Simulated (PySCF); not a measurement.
Species: C5H3F3.
Geometry (PBE0-D3(BJ)/def2-SVP, Å), atoms numbered from 1 in this order:
```xyz
11
C5H3F3 angstrom
C      3.0555   -0.1733   -0.2273
C      1.8710   -0.2484    0.0195
C      0.4890   -0.3371    0.3194
F      0.1649   -1.0499    1.4038
C     -0.4938    0.2339   -0.4008
F     -0.1761    0.9472   -1.4740
C     -1.9442    0.1378   -0.1073
F     -2.4566    1.3639    0.2309
H      4.1053   -0.1044   -0.4484
H     -2.1058   -0.5733    0.7157
H     -2.4716   -0.2224   -1.0082
```

Level of theory: PBE0-D3(BJ)/def2-SVP geometry optimisation, gas phase in PySCF.

Take the most abundant isotopes and a rigid rotor. The values belong to one conformer with, in the numbering `[CH:1]#[C:2]/[C:3]([F:4])=[C:5](\[F:6])[CH2:7][F:8]`, C3–C5–C7–F8 114°.

Task: Give the principal moments of inertia and the rotational constants in cm⁻¹.

Result: Ia = 134.65, Ib = 387.14, Ic = 492.27 u·Å²; 505379 MHz·u·Å²/I gives 3753, 1305 and 1027 MHz, that is A = 0.12520, B = 0.04354, C = 0.03424 cm⁻¹.

Task: Classify the top.

Result: An asymmetric top: κ = (2 × 1305 − 3753 − 1027)/(3753 − 1027) = -0.80.

Task: What does the inertial defect say?

Result: Not planar: Δ = Ic − Ia − Ib = -29.52 u·Å². For a rigid frame Δ = −2 Σ m c², so Σ m c² = 14.76 u·Å² lies off the ab plane: 2.39 from hydrogen and 12.37 from heavier atoms. The atom farthest from that plane is 1.36 Å away.

Task: Give the other two planar moments, Paa and Pbb, and the rms extents of the mass along the axes.

Result: Paa = Σ m a² = (Ib + Ic − Ia)/2 = 372.38 and Pbb = Σ m b² = (Ia + Ic − Ib)/2 = 119.89 u·Å². With the mass M = 120.02 u, the rms extents √(P/M) along a, b and c are 1.76, 1.00, 0.35 Å.

Task: Where do the levels up to J = 4 lie, in K?

Result: Above 0(0,0), as E/k:
J = 1: 1(0,1) 0.112, 1(1,1) 0.229, 1(1,0) 0.243
J = 2: 2(0,2) 0.335, 2(1,2) 0.440, 2(1,1) 0.480, 2(2,1) 0.832, 2(2,0) 0.834
J = 3: 3(0,3) 0.666, 3(1,3) 0.755, 3(1,2) 0.835, 3(2,2) 1.168, 3(2,1) 1.174, 3(3,1) 1.790, 3(3,0) 1.790
J = 4: 4(0,4) 1.103, 4(1,4) 1.174, 4(1,3) 1.307, 4(2,3) 1.615, 4(2,2) 1.631, 4(3,2) 2.239, 4(3,1) 2.240, 4(4,1) 3.107, 4(4,0) 3.107
Those of J = 1 are B + C, A + C and A + B.

Task: Which types of transition are allowed, and where do some lines up to J = 5 fall?

Result: The dipole components are |μa| = 1.13 D, |μb| = 0.10 D, |μc| = 1.26 D. The squared components, which scale the intensities, stand as 0.81 : 0.01 : 1.00 (a : b : c). Some lines, for components of 0.1 D or more:

```csv
type,branch,"J(Ka,Kc)",MHz,lower level (cm⁻¹)
c,Q,"5(1,5) ← 5(0,5)",1093,1.142
c,Q,"4(1,4) ← 4(0,4)",1466,0.767
c,Q,"3(1,3) ← 3(0,3)",1849,0.463
a,Q,"4(1,3) ← 4(1,4)",2780,0.816
a,R,"4(2,3) ← 3(2,2)",9311,0.812
a,R,"4(3,2) ← 3(3,1)",9370,1.244
a,R,"5(4,2) ← 4(4,1)",11710,2.159
c,R,"4(1,3) ← 3(0,3)",13358,0.463
c,R,"3(2,1) ← 2(1,1)",14451,0.334
c,R,"4(3,1) ← 3(2,1)",22216,0.816
c,R,"5(4,1) ← 4(3,1)",29776,1.557
c,R,"5(5,0) ← 4(4,0)",34949,2.159
```

Task: Estimate the classical rotational partition function at 100 K, 200 K and 500 K.

Result: Point group C1, symmetry number σ = 1; q = (√π/σ)·√((kT/h)³/(ABC)), k/h = 20836.6 MHz/K: 75200 at 100 K, 213000 at 200 K, 840000 at 500 K.

Not checked by PBE0-D3(BJ)/def2-SVP frequencies. Constants of a rigid frame at the computed geometry: no zero-point averaging, no centrifugal distortion.
